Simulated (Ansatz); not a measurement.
Single points on BMe2(CH2SiH3) (C₃H₁₁BSi).

```yaml
crystal:
  periodic: [false, false, false]
  atoms:
    - {symbol: B, position_ang: [0.290089, 0.357785, -0.479729]}
    - {symbol: C, position_ang: [1.858430, 0.357399, -0.341435]}
    - {symbol: H, position_ang: [2.276415, 1.274052, 0.102303]}
    - {symbol: H, position_ang: [2.251394, 0.307008, -1.376447]}
    - {symbol: H, position_ang: [2.264924, -0.522461, 0.181382]}
    - {symbol: C, position_ang: [-0.484360, 1.727158, -0.547505]}
    - {symbol: H, position_ang: [-1.532929, 1.660134, -0.874256]}
    - {symbol: H, position_ang: [0.043999, 2.467810, -1.171179]}
    - {symbol: H, position_ang: [-0.483243, 2.157419, 0.473121]}
    - {symbol: C, position_ang: [-0.485633, -1.000964, -0.504016]}
    - {symbol: Si, position_ang: [-1.061527, -1.404854, 1.249539]}
    - {symbol: H, position_ang: [-1.404227, -0.965967, -1.113970]}
    - {symbol: H, position_ang: [0.134772, -1.856793, -0.819853]}
    - {symbol: H, position_ang: [0.103815, -1.500762, 2.183018]}
    - {symbol: H, position_ang: [-1.983382, -0.345052, 1.763900]}
    - {symbol: H, position_ang: [-1.788558, -2.711901, 1.275137]}
basis:
  gaussian: {orbitals: def2-TZVP, initial_orbitals: start.molden}
magnetization: {spin_polarized: true, initial_magnetization: 2}
hamiltonian: {xc: r2scan, dispersion: d4}
scf: {omitted_lower_state_checks: [starts]}
output: {orbitals: {seedname: orbitals}}
```

The file start.molden holds the orbitals of an earlier run on this structure, at another level or in another basis.

```sh
$ ansatz run in.yaml --threads 2 --pin off --events-out ev --progress --plain --max-ram 32768MiB --backend cpu
```

Shortened log:

```
Functional definition: r2SCAN
1445 factors; their error is unknown
mean field evaluation 1: about -11837.8185 eV, gradient 4.3e0 eV
mean field evaluation 2: about -11837.8710 eV, gradient 8.2e-2 eV
mean field evaluation 4: about -11837.8332 eV, gradient 1.3e-3 eV
mean field evaluation 8: about -11837.8332 eV, gradient 6.9e-5 eV
mean field -11837.83324391 eV, -435.0323477422 hartree, gradient 6.1e-6 eV, S^2 2.009610; 0 other end points of the search recorded, 0 dependent functions left out
reference -11837.83326266 eV, -435.0323484313 hartree; 25, 23 occupied and 202, 204 virtual orbitals, 1445 factors
Total energy: -11837.92086346 eV, -435.0355677012 hartree
Checks for a lower state left out: starts
```

Hardware: 2 threads of AMD EPYC 7R13 on a shared host. Wall time 13 s.

As the first input, with `hamiltonian: {xc: pbe, dispersion: d4}` (abridged; 7.5 s):

```
Functional definition: PBE
mean field evaluation 16: about -11830.9814 eV, gradient 4.0e-6 eV
mean field -11830.98139874 eV, -434.7805470766 hartree, gradient 4.0e-6 eV, S^2 2.004346
Total energy: -11831.31234744 eV, -434.7927092169 hartree
Checks for a lower state left out: starts
```

First input, but with `gaussian: {orbitals: def2-TZVP}`, `hamiltonian: {xc: pbe0, dispersion: d4}` (abridged; 26 s):

```
Functional definition: PBE0
mean field evaluation 16: about -11832.2509 eV, gradient 1.6e-2 eV
mean field evaluation 32: about -11832.4379 eV, gradient 1.2e-5 eV
mean field -11832.43792887 eV, -434.8340735713 hartree, gradient 1.1e-5 eV, S^2 2.006826
Total energy: -11832.72004817 eV, -434.8444412645 hartree
Checks for a lower state left out: starts
```

Geometry: PBE0-D4/def2-SVP, that of the neutral singlet.

At PBE-D4/def2-TZVP the gap within one spin of the charge 0 triplet nearly closes, so an electron or hole may be smeared out by delocalisation error. At PBE0-D4/def2-TZVP a singlet of charge 0 lies 5.75 eV below the triplet at the same geometry.
